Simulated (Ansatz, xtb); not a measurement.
**Relative energy of two isomers of F3GeH3Sn**

We compare X, `[F][Sn]([F])([F])[GeH3]`, a singlet, with Y, `[F][SnH2][GeH]([F])[F]`, a singlet. Both are isolated molecules in the gas phase, relaxed with PBE-D3(BJ)/def2-SVP; the shapes shown needn't be the lowest conformers.

X (Å):

| atom | x (Å) | y (Å) | z (Å) |
| --- | --- | --- | --- |
| F | -2.3220 | -1.3027 | -1.6481 |
| F | -1.2198 | 1.5416 | -1.9864 |
| F | 0.1780 | -0.8195 | -3.3618 |
| Ge | 0.8628 | -0.6368 | 0.4362 |
| Sn | -0.6515 | -0.2975 | -1.6762 |
| H | 2.1097 | 0.2499 | 0.2363 |
| H | 0.0273 | -0.1966 | 1.6566 |
| H | 1.2199 | -2.1371 | 0.4883 |

Y (Å):

```yaml
atoms:
  - { symbol: F, position_ang: [1.1638, -0.4895, -1.6986] }
  - { symbol: F, position_ang: [-0.5482, 2.1167, 0.8896] }
  - { symbol: F, position_ang: [-2.2734, -0.0218, 0.4022] }
  - { symbol: Ge, position_ang: [-0.8084, 0.4212, 1.2612] }
  - { symbol: Sn, position_ang: [1.1885, -0.9507, 0.2082] }
  - { symbol: H, position_ang: [2.7360, -0.4413, 0.7843] }
  - { symbol: H, position_ang: [0.9406, -2.6597, 0.2709] }
  - { symbol: H, position_ang: [-1.1412, 0.3437, 2.7792] }
```

**Question.** Which of the two would you expect CCSD(T)/def2-SVP + ΔMP2/def2-TZVPP electronic energies to favour?

**Answer.** Structure X; the calculation gives E(Y) − E(X) = +2.5 kcal/mol.

Level by level:

| level | geometry | E(Y) − E(X) (kcal/mol) | departure from the last row (kcal/mol) | job, with rough time for the two |
| --- | --- | --- | --- | --- |
| GFN2-xTB | GFN2-xTB | −15.2 | −17.7 | optimisation, 0.19 s |
| HF/STO-3G | GFN2-xTB | −7.8 | −10.3 | single point, 1.9 s |
| r2SCAN-D4/def2-SVP | GFN2-xTB | −0.4 | −2.9 | single point, 4.1 s |
| PBE-D3(BJ)/def2-SVP | PBE-D3(BJ)/def2-SVP | +1.8 | −0.6 | optimisation, 28 s |
| HF/def2-SVP | PBE-D3(BJ)/def2-SVP | −0.5 | −2.9 | part of the CCSD(T) run |
| MP2/def2-SVP | PBE-D3(BJ)/def2-SVP | +5.0 | +2.5 | part of the CCSD(T) run |
| CCSD(T)/def2-SVP | PBE-D3(BJ)/def2-SVP | +3.6 | +1.1 | single point |
| CCSD(T)/def2-SVP + ΔMP2/def2-TZVPP | PBE-D3(BJ)/def2-SVP | +2.5 |  | single point, 79 s |

As drawn, Y has 2 F–Ge, 2 Sn–H in place of 2 F–Sn, 2 Ge–H.

GFN2-xTB, HF/STO-3G put the two in the other order. r2SCAN-D4/def2-SVP, HF/def2-SVP find them nearly level. The largest departure from CCSD(T)/def2-SVP + ΔMP2/def2-TZVPP is that of GFN2-xTB, 17.7 kcal/mol. The last row adds to CCSD(T) the change of the MP2 difference between the two basis sets, here −1.1 kcal/mol.

With harmonic frequencies from PBE-D3(BJ)/def2-SVP (ideal gas, rigid rotor, one conformer each, 298.15 K, 1 atm): on the last row, ΔE + ΔZPE = +1.9 kcal/mol. A mode under 50 cm⁻¹ makes harmonic enthalpies and free energies unreliable, so none is given.

The correlated steps freeze 16 core orbitals; the filled d shell of Ge and Sn is correlated, in a basis made for valence electrons. Atoms past krypton carry core potentials in the def2 sets, other sets are all-electron and non-relativistic, and no spin–orbit term is included. Run with Ansatz 0.2.0, xtb 6.7.1; the last row on 2 threads of Intel(R) Xeon(R) Platinum 8259CL CPU @ 2.50GHz (Skylake/Cascade Lake) on a shared host.
